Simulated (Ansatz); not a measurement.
```xyz
10

H     1.6222    0.0002    0.0089
H     1.3178    0.9534   -0.0081
H     0.4962    1.5428    0.0083
H    -0.4940    1.5489   -0.0017
H    -1.3077    0.9618    0.0050
H    -1.6266    0.0081   -0.0019
H    -1.3103   -0.9560    0.0060
H    -0.4912   -1.5392    0.0060
H     0.5032   -1.5505    0.0097
H     1.3187   -0.9578   -0.0002
```

RHF on singlet H₁₀ was run in several spherical basis sets with Ansatz (development build ahead of 0.2.0). Caution for RHF: stretched shape with no unrestricted run beside it, a lower state can exist.

**Question.** Rank the basis sets by the total energy that they give, lowest first, with the distance from the lowest.
A. STO-3G
B. 6-31G(d)
C. def2-TZVP

**Answer.** C (0.00 eV), B (0.70 eV), A (4.41 eV).
